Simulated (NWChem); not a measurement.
## Correlation energy of hydrogen bromide (HBr)

```xyz
2

Br     0.0000     0.0000     0.0395
H      0.0000     0.0000    -1.3829
```
Charge 0, spin multiplicity 1.

The numbers come from NWChem runs, not from measurements. All single points use one geometry, from PBE0/def2-SVP, a minimum by its harmonic frequencies.

Basis set: def2-SVP. Each correlation energy counts from its own Hartree-Fock reference.

The Hamiltonian is non-relativistic. The correlated methods keep 9 core orbitals frozen. Coupled-cluster values serve here as a point of comparison, not as the truth.

**Question.** One of these methods gave a correlation energy of -252.7 mHa. Which?
A. CCSD(T)
B. CCSD
C. SCS-MP2
D. MP2

**Answer.** A, CCSD(T). The others give -248.3 (CCSD), -225.6 (SCS-MP2), -241.2 (MP2).
